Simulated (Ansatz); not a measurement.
AlGaH6OSi, SMILES `[AlH2][O][GaH][SiH3]`, charge 0, multiplicity 1.

(1) Give a relaxed structure at PBE0-D4/def2-TZVP (the Gaussian-basis code of Ansatz). (An estimate is asked.)

Results:

(1) Ansatz gave: 
```xyz
10

Al   -1.456   -2.326   -0.204
O    -0.490   -1.115    0.434
Ga    0.554    0.168    1.075
Si    0.980    1.974   -0.460
H    -3.028   -2.202   -0.057
H    -0.761   -3.548   -0.935
H     1.033   -0.057    2.552
H    -0.237    2.826   -0.576
H     2.106    2.838   -0.016
H     1.298    1.441   -1.813
```
This is one stationary point; other conformers may exist.
